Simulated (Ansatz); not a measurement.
`FC(F)C#CC(F)F` at its PBE0-D4/def2-TZVP geometry, where that method's forces vanish. Charge 0, multiplicity 1.

```xyz
10

F    -1.1498    2.0470    1.5909
C    -1.4759    1.3553    0.4753
F    -2.6476    0.7210    0.7077
C    -0.4304    0.3853    0.1578
C     0.4322   -0.3843   -0.1554
C     1.4769   -1.3545   -0.4747
F     1.1338   -2.0675   -1.5716
F     2.6408   -0.7187   -0.7401
H    -1.6275    2.0698   -0.3401
H     1.6475   -2.0535    0.3502
```

Problem. What forces (eV/Å) does ωB97M-V/def2-TZVPP give on these atoms in the Gaussian-basis code of Ansatz? (Best estimate.)

Solution. Computed: 
```
F1   0.054  0.091  0.180
C2  -0.062  0.265 -0.290
F3  -0.172 -0.109  0.047
C4   0.381 -0.351 -0.128
C5  -0.382  0.350  0.127
C6   0.070 -0.259  0.294
F7  -0.056 -0.094 -0.177
F8   0.170  0.109 -0.052
H9   0.015 -0.084  0.100
H10 -0.018  0.082 -0.101
```
